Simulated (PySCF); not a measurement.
# Peak assignment

Atoms are numbered as in `[CH3:1][O:2][C:3](=[O:4])/[P:5]=[P:6]\[CH2:7][CH2:8][PH2:9]`; H(Xn) means a hydrogen on atom n.

Computed data (PySCF): GFN2-xTB geometry, PBE0/pcSseg-1 with gauge-including orbitals. No solvent model, one computed conformer, rapidly exchanging positions averaged, non-relativistic Hamiltonian.

Scale: TMS for ¹³C, ¹H (reference shieldings calculated alike).

Task: Assign these signals to the numbered atoms. ¹³C{¹H} NMR (computed): δ 185.8 (C), 53.1 (CH2), 50.4 (CH3), 20.7 (CH2).

Result: 
| δ (ppm) | atoms | environment | reason |
| --- | --- | --- | --- |
| 185.8 | C3 | carbonyl carbon | – |
| 53.1 | C7 | sp3 CH2 bonded to P | – |
| 50.4 | C1 | methyl carbon bonded to O | deshielded by the electronegative neighbour |
| 20.7 | C8 | sp3 CH2 bonded to P | – |

Task: Assign these signals to the numbered atoms. ¹H NMR (500 MHz, computed): δ 4.27 (s, 3H), 2.76 (m, 2H), 2.63 (m, 2H), 1.49 (m, 2H).

Result: 
4.27 → H(C1), hydrogen on a methyl carbon bonded to O: its carbon carries O, hence the downfield position
2.76 → H(C7), hydrogen on an sp3 CH2 bonded to P
2.63 → H(P9), hydrogen on a phosphorus bonded to C
1.49 → H(C8), hydrogen on an sp3 CH2 bonded to P

Splittings by ³¹P in the carbon and heteronuclear signals aren't shown, as no couplings were computed. Shifts are as computed. Against solution values, carbons near 30 ppm lie about +3 ppm off and those near 130 ppm about +5 ppm. Of 1211 compounds with measured shifts, 218 miss one by over three times the rms of a fit or turn the order of signals round; such compounds aren't used in these exercises. No couplings were computed; multiplicities are counted from neighbouring protons, with m where these are inequivalent, close in shift, in a saturated or five-membered ring or joined by F or P, and br s for small geminal =CH2 splittings.
